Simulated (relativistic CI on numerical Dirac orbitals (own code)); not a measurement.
**Hyperfine structure of Nb²⁰⁺, mass number 93**

Computed by Dirac-Coulomb-Breit CI, separate exchange-only KLI orbitals for each configuration, a model potential for QED, unscaled Slater integrals (own radial code, finite nucleus).

Configuration list (outside the closed core [Ne]): 3s²3p⁶3d³, 3s²3p⁵3d⁴, 3s3p⁶3d⁴, 3s²3p⁶3d²4s, 3s²3p⁶3d²4p, 3s²3p⁶3d²4d, 3s²3p⁶3d²4f, 3s²3p⁵3d³4s, 3s²3p⁵3d³4p, 3s²3p⁶3d4s4p, 3s²3p⁶3d²5s, 3p⁶3d⁵, 3p⁵3d⁶, 3s²3p⁶3d4s², 3s²3p⁶4s²4p, 3s²3p⁶4s²4d, 3s²3p⁶4s²4f, 3s²3p⁶3d4p², 3s²3p⁶4s4p², 3s²3p⁶4p³, 3s²3p⁶4p²4d, 3s²3p⁶4p²4f. Double excitations out of closed p, d and f shells are left out; levels of such configurations are missing from the list, as are those of other unlisted configurations, and high levels can miss mixing partners. These lack a partner that the ground configuration has and come out too high: 3s²3p⁵3d³4s, 3s²3p⁵3d³4p.

Nuclear spin I = 9/2, μ = 6.163 μN, Q = -0.32 b (tables of Stone and Pyykkö). The electronic factors are computed for point nuclear moments, without core polarisation or the Bohr-Weisskopf and QED corrections.

```csv
Level,E (cm⁻¹),A (MHz),B (MHz)
3s²3p⁶3d³ ⁴F3/2,0.0,14250,890
3s²3p⁶3d³ ⁴F5/2,13991.2,8504,772
3s²3p⁶3d³ ⁴F7/2,27790.6,7187,873
3s²3p⁶3d³ ⁴F9/2,39866.1,7326,966
3s²3p⁶3d³ ⁴P3/2,59546.5,7569,1430
3s²3p⁶3d³ ⁴P1/2,64596.4,-6800,
3s²3p⁶3d³ ²G7/2,77379.2,9773,-1170
3s²3p⁶3d³ ⁴P5/2,84414.4,2822,-1900
```

Levels with J = 0, under 50 % of one LS term, or S terms without an open s electron are left out. Small factors come from cancelling terms and can be off by tens of per cent or more.

At this charge energies of transitions that change n are usually good to better than 1 %, and those within a shell (Δn = 0) to a few per cent. Terms inside the open d or f shell come out 10 to 20 % too wide with unscaled integrals.

Problem. Give the hyperfine levels of 3s²3p⁶3d³ ⁴F3/2 relative to its centre of gravity.

Solution. With K = F(F + 1) − I(I + 1) − J(J + 1), E = AK/2 + B[¾K(K + 1) − I(I + 1)J(J + 1)]/[2I(2I − 1)J(2J − 1)]: F = 3: -117200, F = 4: -60760, F = 5: 10320, F = 6: 96430 MHz.

LS names give the leading component of a level, which can be under half, so a name can repeat, a term be missing and a line seem to break the LS rules.
